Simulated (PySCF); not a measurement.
C2H5FSe, SMILES CC[Se]F. The structure is a stationary point at PBE-D3(BJ)/def2-SVP. This is a generated structure with no PubChem entry under its InChIKey; it may be hypothetical. The values are those of a single conformer.

Level of theory: PBE-D3(BJ)/def2-SVP (PySCF).

Harmonic wavenumbers (cm⁻¹): 87, 174, 261, 304, 549, 624, 714, 934, 976, 1043, 1191, 1217, 1334, 1375, 1406, 1428, 2973, 2976, 3043, 3064, 3084. Rotational constants (GHz): 7.453, 3.398, 2.573; symmetry number 1.

**Question.** Work out the zero-point energy and the ideal-gas rigid-rotor harmonic-oscillator thermochemistry at 298.15 K and 1 atm.

**Answer.** ZPE = ½ Σ hcν = ½ × 28758 cm⁻¹ = 41.11 kcal/mol. H − E(el) = 45.29 kcal/mol. Entropy in cal/(mol K): translation 40.43, rotation 26.00, vibration 10.87, total 77.31. G − E(el) = 22.24 kcal/mol. Cp = 20.16 cal/(mol K). Modes under 150 cm⁻¹ make the vibrational entropy uncertain.
